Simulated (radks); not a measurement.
Values are calculated unless marked as measured or tabulated.
Yb3+, configuration [Xe] 4f13.

Level of theory: scalar-relativistic Kohn-Sham, PBEsol, spin-polarised, spherical densities, finite nucleus; open shells are filled with parallel spins first (spin-orbit coupling, left out, can overturn this in heavy ions); Fermi nuclear charge, rms radius 5.3108 fm (a radial shooting solver on a logarithmic mesh with Libxc functionals).

Energy parts (eV):
total: -382377.61
kinetic: 416568.40
electron-nucleus: -939072.89
Hartree: 147945.97
exchange-correlation: -7819.09

Orbitals (lengths in bohr, moments of r in powers of bohr; <r^-3> diverges for s and p1/2):
orbital  occ.  eigenvalue (eV)  <r^-3>      <r^2>       <r^4>
1s up       1        -61236.84       -  0.0005303   7.564e-07
1s down     1        -61236.84       -  0.0005303   7.564e-07
2s up       1        -10404.10       -   0.008216   0.0001163
2s down     1        -10404.08       -   0.008216   0.0001163
2p up       3        -9176.289   15970   0.006716  0.00008924
2p down     3        -9176.276   15970   0.006716  0.00008924
3s up       1        -2371.825       -    0.05374    0.004351
3s down     1        -2371.345       -    0.05373    0.004349
3p up       3        -2001.584    3481    0.05424    0.004618
3p down     3        -2001.104    3482    0.05423    0.004616
3d up       5        -1550.022   457.6    0.04513    0.003601
3d down     5        -1549.653   457.8    0.04511    0.003598
4s up       1        -494.1261       -     0.2686      0.1050
4s down     1        -493.1776       -     0.2686      0.1050
4p up       3        -372.4342   792.8     0.3052      0.1394
4p down     3        -371.5048   792.4     0.3052      0.1395
4d up       5        -212.1370   87.91     0.3624      0.2144
4d down     5        -211.2282   87.83     0.3627      0.2149
4f up       7         -36.4442   13.06     0.6957       1.324
4f down     6         -35.6290   12.98     0.7064       1.380
5s up       1         -86.0184       -      1.578       3.683
5s down     1         -85.6004       -      1.584       3.714
5p up       3         -57.3017   104.8      2.179       7.280
5p down     3         -57.0026   104.0      2.190       7.360

The highest occupied level is 4f down at -35.629 eV. Spin moment in Bohr magnetons: 1. The electron density at the nucleus is 1.084e+06 e/bohr^3 (large components only).
